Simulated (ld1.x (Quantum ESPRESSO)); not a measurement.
indium (In) RRKJ: all-electron and pseudo phase curves

indium, norm-conserving RRKJ (Kleinman–Bylander form), made with ld1.x (Quantum ESPRESSO) 7.5 (PBEsol, scalar-relativistic). Core [Kr] 4d10, reference 5s1.5 5p0 (charge +1.5). Waves: 5p (bound, empty): rc 2.20 bohr; 5s (bound): rc 1.70 bohr. Local part: the s channel. Core correction: none. rho0 = 0.005.

The phase is arctan(r·u′/u) with u = r·R(r), unwrapped; energies in Ry, scanned from -3 to 5 Ry. A pole is an energy at which the radial function vanishes at the test radius. The pseudo phase is shifted by a multiple of π to meet the all-electron one at the reference energy, and phase errors are pseudo minus all-electron; the curves can meet again beyond the range given. Levels narrower than the energy grid can be missing from the lists of poles.

| channel | radius (bohr) | reference energy (Ry) | poles, all-electron | poles, pseudo | unbroken range about the reference energy with phases within 0.05 rad | phase error 1 Ry above the reference energy (rad) |
| --- | --- | --- | --- | --- | --- | --- |
| s | 2.40 | -1.42 | 0.82 | 0.59, 4.60 | below 1.3 | -0.009 |
| p | 2.40 | -0.90 | 2.26 | 2.11 | below 4.4 | -0.007 |

Phases in the p channel:

```
E (Ry)  all-electron  pseudo
 -3.00         1.236   1.232
 -2.76         1.210   1.206
 -2.52         1.177   1.173
 -2.28         1.135   1.132
 -2.04         1.081   1.077
 -1.80         1.007   1.004
 -1.56         0.901   0.899
 -1.32         0.743   0.742
 -1.08         0.496   0.496
 -0.84         0.122   0.121
 -0.60        -0.335  -0.337
 -0.36        -0.723  -0.727
 -0.12        -0.983  -0.989
  0.12        -1.149  -1.156
  0.36        -1.260  -1.267
  0.60        -1.338  -1.346
  0.84        -1.395  -1.404
  1.08        -1.440  -1.449
  1.32        -1.476  -1.485
  1.56        -1.505  -1.516
  1.80        -1.531  -1.542
  2.04        -1.553  -1.565
  2.28        -1.573  -1.586
  2.52        -1.591  -1.605
  2.76        -1.608  -1.624
  3.00        -1.625  -1.643
  3.24        -1.641  -1.662
  3.48        -1.657  -1.681
  3.72        -1.673  -1.702
  3.96        -1.690  -1.725
  4.20        -1.708  -1.750
  4.44        -1.728  -1.781
  4.68        -1.750  -1.818
  4.92        -1.776  -1.865
```
